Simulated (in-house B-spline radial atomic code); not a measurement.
Atomic self-consistent-field run: Hf IX (Hf8+) (an excited or competing configuration). Method: Dirac-Hartree-Fock, average of configuration, Fermi nucleus of rms radius 5.347 fm. Calculated with an all-electron radial atomic-structure program (B-spline basis).

Command:
```bash
python run_scf.py task.json out
```
Settings (nuclear radius in fm, mass in u):
```
Z                72
configuration    [Kr] 4d10 4f12 5s2 5p3 9g1
hamiltonian      dirac
method           hf
spin_polarised   False
nucleus          fermi
rms_radius       5.347
atomic_mass      179.94656
speed_of_light   137.035999084
```

Output (hartree, bohr):
```
 radial grid: 74 intervals, B-splines of order 8, outer radius 42.4138 bohr

 iter        energy (Eh)    residual
    1      -15005.722533    1.09e+00
    2      -15037.462548    1.52e+00
    3      -15064.140254    2.87e-01
    4      -15065.442965    1.17e-01
    5      -15065.516912    2.65e-02
    6      -15065.523724    1.62e-02
    7      -15065.527016    7.33e-04
    8      -15065.527019    2.24e-04
    9      -15065.527019    7.92e-06
   10      -15065.527019    1.75e-07

 total energy                    -15065.52702
 kinetic                           16845.0093
 electron-nucleus                 -37164.2853
 electron-electron                  5253.7489

 first-order corrections (not in the total)
   Gaunt                            17.4544
   retardation                      -1.8464
   frequency dependence             -0.2895
   self-energy                      12.6141
   Uehling                          -2.2966
   Wichmann-Kroll                    0.0875
   recoil                            0.0286

 orbital      occ     eigenvalue          <r>       <r^2>       <1/r>       r_max    small
 1s1/2      2.000     -2422.2392    0.0189866 0.000495037     83.7751      0.0119  7.33e-02
 2s1/2      2.000      -423.9357    0.0797165  0.00757445     20.3234      0.0682  1.66e-02
 2p1/2      2.000      -404.2401    0.0662032  0.00544623     20.2476     0.05098  1.66e-02
 2p3/2      4.000      -360.3468    0.0738884  0.00664751     17.2183     0.05757  1.51e-02
 3s1/2      2.000      -103.2692     0.207632   0.0494315     7.47139       0.192  5.44e-03
 3p1/2      2.000       -94.5631     0.197886   0.0456283     7.37211      0.1803  5.37e-03
 3p3/2      4.000       -85.0037      0.21206    0.052201     6.59669      0.1938  4.94e-03
 3d3/2      4.000       -70.4812     0.186341   0.0408054       6.469      0.1525  4.80e-03
 3d5/2      6.000       -68.4193      0.19073   0.0426201     6.28326      0.1562  4.68e-03
 4s1/2      2.000       -26.4758     0.466873     0.24597     3.11733      0.4374  1.75e-03
 4p1/2      2.000       -22.8476     0.474076    0.255694     3.00294      0.4386  1.66e-03
 4p3/2      4.000       -20.6180     0.504281    0.289053     2.74994      0.4662  1.52e-03
 4d3/2      4.000       -14.6448     0.522735    0.315999     2.53792      0.4651  1.33e-03
 4d5/2      6.000       -14.2265     0.533442    0.328845     2.47386      0.4743  1.29e-03
 4f5/2      5.143        -6.8066     0.595234     0.42926       2.072      0.4457  9.43e-04
 4f7/2      6.857        -6.7325     0.602135    0.439152     2.04731      0.4506  9.26e-04
 5s1/2      2.000        -7.7836      1.05576     1.24139     1.27211      0.9814  4.35e-04
 5p1/2      1.000        -6.6487       1.1252     1.41421     1.18267       1.039  3.88e-04
 5p3/2      2.000        -6.2444      1.18856      1.5756      1.1037       1.101  3.54e-04
 9g7/2      0.444        -0.5082      12.1301     166.409    0.116582       14.02  1.47e-05
 9g9/2      0.556        -0.5082      12.1282     166.359    0.116605       14.01  1.47e-05
```

Time taken, with all properties: 1.8 s on 1 thread of Arm Neoverse V2, with other jobs on the host.

For the Dirac Hamiltonian the kinetic term is c α·p + (β - 1)c².
